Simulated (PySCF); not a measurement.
# Working out the ionisation energy of Sb⁺

Sb⁺ [Kr] 4d10 5s2 5p2 (3P) → Sb²⁺ [Kr] 4d10 5s2 5p1 (2P). Computed with PySCF 2.14 in x2c-TZVPall (8s6p4d2f, 60 functions), with scalar relativity by spin-free X2C-1e. Frozen: [Kr] 4d10. Energies in hartree (1 hartree = 27.21139 eV):

| part | Sb⁺ (lower) | Sb²⁺ (upper) |
| --- | --- | --- |
| UHF | -6477.637139 | -6477.048765 |
| MP2 opposite-spin | -0.036953 | -0.031143 |
| MP2 same-spin | -0.007381 | -0.002197 |

Q: What does Hartree-Fock give?

A: (-6477.048765) − (-6477.637139) = 0.588374 hartree = 16.010 eV.

Q: What do MP2 and SCS-MP2 (6/5 opposite-spin, 1/3 same-spin) give?

A: The opposite-spin parts differ by 0.158 eV and the same-spin parts by 0.141 eV. MP2: 16.010 + (0.158) + (0.141) = 16.309 eV. SCS-MP2: 16.010 + 1.2 × (0.158) + (0.141)/3 = 16.247 eV.

Reference: 16.626 ± 0.025 eV (measured; NIST Atomic Spectra Database, ionization energies), between the lowest levels; spin-orbit coupling is absent from the calculation.

What remains against the reference includes basis incompleteness, the frozen core and correlation beyond second order.
